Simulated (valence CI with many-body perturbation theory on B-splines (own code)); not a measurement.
Which ion has this spectrum?

A relativistic CI+MBPT calculation for an atom or ion with 81 electrons gives these levels (cm⁻¹):

```tsv
J	Parity	E	g
1/2	odd	0.0	0.67
3/2	odd	14407	1.33
1/2	even	57289	2.57
1/2	even	59828	2.00
3/2	even	65758	1.67
5/2	even	68990	1.31
3/2	even	69986	0.85
5/2	even	74004	1.42
1/2	odd	74592	0.67
3/2	odd	77389	1.33
3/2	even	83137	0.86
1/2	even	88766	1.28
1/2	even	89029	1.82
5/2	even	89143	1.27
```

The energies are calculated, with errors of about 200 cm⁻¹, more in some levels.

Q: Which is it?
A. At4+
B. Bi2+
C. Tl
D. Pb+

A: D. Pb+, ground level 6s²6p ²P°_1/2.
